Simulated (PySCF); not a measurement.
ClI, charge -1, doublet, at a GFN2-xTB geometry (a state made from the parent by changing its charge; the spin is typed, not shown lowest) (core potentials on I); PBE0/def2-TZVP (PySCF).

The PySCF input:
```python
from pyscf import gto, scf, dft

mol = gto.Mole()
mol.atom = '''
    Cl   -0.00000000   -0.00000000   -2.27968828
    I     0.00000000    0.00000000    0.73122077
'''
mol.basis = 'def2-tzvp'
mol.ecp = {'I': 'def2-tzvp'}
mol.charge = -1
mol.spin = 1
mol.verbose = 4
mol.build()

mf = dft.UKS(mol)
mf.xc = 'pbe0'
mf.grids.level = 7
mf.kernel()
mf.analyze()
```

What the program printed (banner, timings and long lists left out):

```
PySCF version 2.14.0

[INPUT] verbose = 4
[INPUT] num. atoms = 2
[INPUT] num. electrons = 43
[INPUT] charge = -1
[INPUT] spin (= nelec alpha-beta = 2S) = 1
[INPUT] symmetry False subgroup None
[INPUT] Mole.unit = angstrom
[INPUT] Symbol           X                Y                Z      unit          X                Y                Z       unit  Magmom
[...]
nuclear repulsion = 74.6951538243907
number of shells = 29
number of NR pGTOs = 158
number of NR cGTOs = 87
basis = def2-tzvp
ecp = {'I': 'def2-tzvp'}

******** <class 'pyscf.dft.uks.UKS'> ********
method = UKS
initial guess = minao
damping factor = 0
level_shift factor = 0
DIIS = <class 'pyscf.scf.diis.CDIIS'>
diis_start_cycle = 1
diis_space = 8
diis_damp = 0
SCF conv_tol = 1e-09
SCF conv_tol_grad = None
SCF max_cycles = 50
direct_scf = True
direct_scf_tol = 1e-13
number electrons alpha = 22  beta = 21
XC library pyscf.dft.libxc version 7.1.2
    S. Lehtola, C. Steigemann, M. J. T. Oliveira, and M. A. L. Marques,  SoftwareX 7, 1–5 (2018)
XC functionals = pbe0
    C. Adamo and V. Barone,  J. Chem. Phys. 110, 6158 (1999)
    M. Ernzerhof and G. E. Scuseria,  J. Chem. Phys. 110, 5029 (1999)
radial grids:
    Treutler-Ahlrichs [JCP 102, 346 (1995); DOI:10.1063/1.469408] (M4) radial grids

becke partition: Becke, JCP 88, 2547 (1988); DOI:10.1063/1.454033
pruning grids: <function nwchem_prune>
grids dens level: 7
symmetrized grids: False
atomic radii adjust function: <function treutler_atomic_radii_adjust>
small_rho_cutoff = 0
Set gradient conv threshold to 3.16228e-05
tot grids = 175280
init E= -715.397394398512

cycle= 1 E= -755.837907798512  delta_E= -40.4  |g|= 2.41  |ddm|= 13.2
cycle= 2 E= -755.262081521597  delta_E= 0.576  |g|= 2.68  |ddm|= 6.78
cycle= 3 E= -757.723731552685  delta_E= -2.46  |g|= 0.311  |ddm|= 4.14
cycle= 4 E= -757.684405056323  delta_E= 0.0393  |g|=  0.5  |ddm|= 1.24
cycle= 5 E= -757.826939181445  delta_E= -0.143  |g|= 0.197  |ddm|= 0.435
cycle= 6 E= -757.856636347242  delta_E= -0.0297  |g|= 0.0955  |ddm|=  0.2
cycle= 7 E= -757.866538755359  delta_E= -0.0099  |g|= 0.0304  |ddm|= 0.163
cycle= 8 E= -757.867165655017  delta_E= -0.000627  |g|= 0.0108  |ddm|= 0.0427
cycle= 9 E= -757.867339841279  delta_E= -0.000174  |g|= 0.0029  |ddm|= 0.0279
cycle= 10 E= -757.867347221741  delta_E= -7.38e-06  |g|= 0.000395  |ddm|= 0.00682
cycle= 11 E= -757.867347301187  delta_E= -7.94e-08  |g|= 0.000261  |ddm|= 0.000857
cycle= 12 E= -757.867347348964  delta_E= -4.78e-08  |g|= 2.89e-05  |ddm|= 0.00036
cycle= 13 E= -757.867347349605  delta_E= -6.4e-10  |g|= 9.41e-06  |ddm|= 4.95e-05
Extra cycle  E= -757.867347349633  delta_E= -2.79e-11  |g|= 7.38e-06  |ddm|= 1.99e-05
converged SCF energy = -757.867347349633  <S^2> = 0.75406614  2S+1 = 2.004062
**** SCF Summaries ****
Total Energy =                        -757.867347349632610
Nuclear Repulsion Energy =              74.695153824390673
One-electron Energy =                -1312.434860516334993
Two-electron Energy =                  479.872359342311654
Two-electron Coulomb Energy =          530.401898286854248
DFT Exchange-Correlation Energy =      -50.529538944542615
**** MO energy ****
                             alpha | beta                alpha | beta
[...]
WARN: Weak orthogonality for localized orbitals 1.2286631480115444e-09

spin_pop of  0 Cl 1s       -0.00000
spin_pop of  0 Cl 2s       -0.00000
spin_pop of  0 Cl 3s        0.00075
spin_pop of  0 Cl 4s        0.00505
spin_pop of  0 Cl 5s        0.00003
spin_pop of  0 Cl 2px      -0.00000
spin_pop of  0 Cl 2py      -0.00000
spin_pop of  0 Cl 2pz       0.00002
spin_pop of  0 Cl 3px       0.00042
spin_pop of  0 Cl 3py       0.00042
spin_pop of  0 Cl 3pz       0.32388
spin_pop of  0 Cl 4px      -0.00039
spin_pop of  0 Cl 4py      -0.00039
spin_pop of  0 Cl 4pz       0.00598
spin_pop of  0 Cl 5px      -0.00001
spin_pop of  0 Cl 5py      -0.00001
spin_pop of  0 Cl 5pz       0.00131
spin_pop of  0 Cl 6px      -0.00003
spin_pop of  0 Cl 6py      -0.00003
spin_pop of  0 Cl 6pz       0.00147
spin_pop of  0 Cl 3dxy      0.00000
spin_pop of  0 Cl 3dyz     -0.00001
spin_pop of  0 Cl 3dz^2     0.00345
spin_pop of  0 Cl 3dxz     -0.00001
spin_pop of  0 Cl 3dx2-y2   -0.00000
spin_pop of  0 Cl 4dxy      0.00000
spin_pop of  0 Cl 4dyz     -0.00000
spin_pop of  0 Cl 4dz^2     0.00232
spin_pop of  0 Cl 4dxz     -0.00000
spin_pop of  0 Cl 4dx2-y2   -0.00000
spin_pop of  0 Cl 4f-3     -0.00000
spin_pop of  0 Cl 4f-2     -0.00000
spin_pop of  0 Cl 4f-1      0.00004
spin_pop of  0 Cl 4f+0      0.00022
spin_pop of  0 Cl 4f+1      0.00004
spin_pop of  0 Cl 4f+2      0.00000
spin_pop of  0 Cl 4f+3     -0.00000
spin_pop of  1 I 4s       -0.00002
spin_pop of  1 I 5s        0.00329
spin_pop of  1 I 6s        0.00374
spin_pop of  1 I 7s       -0.00007
spin_pop of  1 I 8s        0.00072
spin_pop of  1 I 9s        0.00039
spin_pop of  1 I 4px       0.00060
spin_pop of  1 I 4py       0.00010
spin_pop of  1 I 4pz       0.00010
spin_pop of  1 I 5px       0.03606
spin_pop of  1 I 5py       0.00001
spin_pop of  1 I 5pz       0.00001
spin_pop of  1 I 6px       0.02139
spin_pop of  1 I 6py       0.00030
spin_pop of  1 I 6pz       0.00030
spin_pop of  1 I 7px       0.57841
spin_pop of  1 I 7py      -0.00051
spin_pop of  1 I 7pz      -0.00051
spin_pop of  1 I 8px       0.00105
spin_pop of  1 I 8py       0.00003
spin_pop of  1 I 8pz       0.00003
spin_pop of  1 I 4dxy     -0.00201
spin_pop of  1 I 4dyz     -0.00220
spin_pop of  1 I 4dz^2    -0.00201
spin_pop of  1 I 4dxz     -0.00036
spin_pop of  1 I 4dx2-y2    0.00004
spin_pop of  1 I 5dxy      0.00110
spin_pop of  1 I 5dyz      0.00176
spin_pop of  1 I 5dz^2     0.00110
spin_pop of  1 I 5dxz      0.00022
spin_pop of  1 I 5dx2-y2   -0.00003
spin_pop of  1 I 6dxy      0.00092
spin_pop of  1 I 6dyz      0.01026
spin_pop of  1 I 6dz^2     0.00092
spin_pop of  1 I 6dxz      0.00014
spin_pop of  1 I 6dx2-y2   -0.00001
spin_pop of  1 I 4f-3     -0.00000
spin_pop of  1 I 4f-2      0.00000
spin_pop of  1 I 4f-1      0.00002
spin_pop of  1 I 4f+0      0.00004
spin_pop of  1 I 4f+1      0.00002
spin_pop of  1 I 4f+2      0.00000
spin_pop of  1 I 4f+3     -0.00000
spin_pop of  1 I 5f-3      0.00000
spin_pop of  1 I 5f-2     -0.00000
spin_pop of  1 I 5f-1      0.00002
spin_pop of  1 I 5f+0      0.00011
spin_pop of  1 I 5f+1      0.00002
spin_pop of  1 I 5f+2     -0.00000
spin_pop of  1 I 5f+3     -0.00000

WARN: Weak orthogonality for localized orbitals 1.2286631480115444e-09

In total            22.00000 | 21.00000

WARN: System has nonzero charge -1; the dipole moment is origin-dependent.
Location of origin: [0. 0. 0.]

Dipole moment(X, Y, Z, Debye): -0.00000,  0.00000,  3.83127
```
